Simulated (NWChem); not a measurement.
System: 2-butanone (C4H8O); SMILES CCC(C)=O

```xyz
13

C      0.0452     1.8660     0.4448
C     -0.0892     0.8276    -0.6813
C     -0.1745    -0.5865    -0.1084
C      1.1435    -1.3107     0.1105
O     -1.2479    -1.0903     0.1815
H      0.0849     2.8942     0.0339
H      0.9667     1.7085     1.0425
H     -0.8204     1.8057     1.1344
H     -1.0230     1.0092    -1.2502
H      0.7706     0.9112    -1.3794
H      1.8835    -0.6579     0.6180
H      1.5832    -1.5781    -0.8743
H      0.9788    -2.2324     0.6974
```
Atoms are numbered in this order, from 1.

All runs: NWChem. Coordinates come from a PBE-D3(BJ)/def2-SVP optimisation. No frequency run checked for a minimum. Atomic charges in e: unrestrained fits to the electrostatic potential beside Mulliken populations; buried atoms are poorly determined by the fit.

Task: What does the run give for B3LYP/def2-SVP? Quantities: ESP C1; Mulliken C1; ESP C2; Mulliken C2; ESP C3; Mulliken C3; ESP C4; Mulliken C4; ESP O5; Mulliken O5; relative RMS misfit of the potential (%).

Result: 
```yaml
ESP C1: 0.00
Mulliken C1: -0.02
ESP C2: 0.02
Mulliken C2: 0.02
ESP C3: 0.53
Mulliken C3: -0.03
ESP C4: -0.23
Mulliken C4: 0.03
ESP O5: -0.50
Mulliken O5: -0.21
relative RMS misfit of the potential (%): 23
```
